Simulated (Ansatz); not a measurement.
## Ansatz (development build ahead of 0.2.0) run

```yaml
crystal:
  periodic: [false, false, false]
  atoms:
    - { symbol: Na, position_ang: [-1.24849, -1.18285, -1.19379] }
    - { symbol: Cl, position_ang: [-1.41772, -1.45145, 1.40727] }
    - { symbol: Cl, position_ang: [-1.39687, 1.38773, -1.35669] }
    - { symbol: Na, position_ang: [-1.17086, 1.21822, 1.23987] }
    - { symbol: Cl, position_ang: [1.37161, -1.38176, -1.43521] }
    - { symbol: Na, position_ang: [1.25646, -1.19487, 1.22523] }
    - { symbol: Na, position_ang: [1.22845, 1.19635, -1.25586] }
    - { symbol: Cl, position_ang: [1.43027, 1.36583, 1.42265] }
basis:
  gaussian: { orbitals: def2-SVP }
hamiltonian:
  xc: hf
output:
  forces: true
```

The input is written out in the form of the current development build from the run's settings.

The run gave:

```json
{
  "Converged": "yes",
  "Total energy": "-2485.14701 hartree",
  "Spin squared of the determinant": "0.000",
  "Stability test": "minimum among restricted orbitals"
}
```

Forces (eV/Å):
```tsv
atom	Fx	Fy	Fz
Na1	-0.073	-0.250	-0.092
Cl2	0.063	0.061	0.098
Cl3	-0.114	0.267	-0.151
Na4	-0.159	-0.023	0.151
Cl5	0.116	-0.179	-0.029
Na6	-0.049	-0.276	0.002
Na7	0.080	0.178	0.017
Cl8	0.137	0.222	0.004
```
